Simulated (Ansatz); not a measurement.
C2H3Ga (`[CH]1=[CH][GaH]1`), charge 0, multiplicity 1.

(1) Give a relaxed structure at PBE0-D4/def2-TZVP (Ansatz). (Estimate.)

Answers

(1) Computed: 
```xyz
6

C    -0.399    0.031   -0.789
C     0.827   -0.186   -0.252
Ga   -0.450    0.163    1.095
H    -0.735    0.032   -1.825
H     1.783   -0.412   -0.723
H    -1.026    0.372    2.493
```
Point group C2v.
